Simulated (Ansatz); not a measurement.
System: CuH, net charge 0, singlet state. 
Coordinates optimised at B3LYP-D3(BJ)/def2-TZVP (Ansatz, a quantum-chemistry and plane-wave program):
```
Cu
H 1 1.4831
```
Charge 0, spin multiplicity 1.

Dipole moments at this geometry, in debye (magnitudes).

| level | program | dipole (D) |
|---|---|---|
| SVWN5/def2-TZVPD | Ansatz | (withheld) |
| r2SCAN/def2-TZVPD | Ansatz | 2.59 |
| r2SCAN0/def2-TZVPD | Ansatz | 3.00 |
| CAM-B3LYP/def2-TZVPD | Ansatz | 2.90 |
| LC-wPBE/def2-TZVPD | Ansatz | 3.27 |
| CCSD(T)/def2-SVPD | Ansatz | (withheld) |

Question: Fill in the missing entries.

Answer: 
- SVWN5/def2-TZVPD, dipole (D): 2.13
- CCSD(T)/def2-SVPD, dipole (D): 3.53
